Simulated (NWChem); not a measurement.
SnHI, singlet; SMILES [SnH][I]

```xyz
3

Sn    -0.0253     1.3972     0.0000
H      1.7574     1.4877     0.0000
I     -0.0093    -1.3462     0.0000
```
Atoms are numbered in this order, from 1.

Low-valent species are run as closed-shell singlets; no triplet was tried in these runs. Geometry: optimised at PBE0/def2-SVP. def2 effective core potentials on Sn, I; no spin-orbit coupling.

Symmetry labels are those of Cs in the frame above (b1 and b2, or b-type labels, depend on it).

**Question.** List the 6 lowest vertical singlet excitations and the 6 lowest triplet ones from B3LYP/def2-SVPD with def2 effective core potentials on Sn, I, TDA (NWChem).

**Answer.** 
```
state  energy (eV)  oscillator strength  symmetry  leading excitation (squared amplitude)
-----  -----------  -------------------  --------  --------------------------------------
S1            2.33                0.006        a"                      HOMO → LUMO (0.98)
S2            3.32                0.011        a"                    HOMO−2 → LUMO (0.98)
S3            3.65                0.034        a'                    HOMO−1 → LUMO (0.88)
S4            4.08                0.000        a"                    HOMO−3 → LUMO (1.00)
S5            4.35                0.062        a'                    HOMO → LUMO+1 (0.89)
S6            5.09                0.005        a"                  HOMO−1 → LUMO+1 (0.99)
T1            1.73       spin-forbidden        a"                      HOMO → LUMO (0.93)
T2            2.83       spin-forbidden        a'                    HOMO−1 → LUMO (1.00)
T3            2.88       spin-forbidden        a"                    HOMO−2 → LUMO (0.93)
T4            3.73       spin-forbidden        a'                    HOMO → LUMO+1 (0.96)
T5            3.75       spin-forbidden        a"                    HOMO−3 → LUMO (0.98)
T6            4.68       spin-forbidden        a'                  HOMO−2 → LUMO+1 (0.93)
```
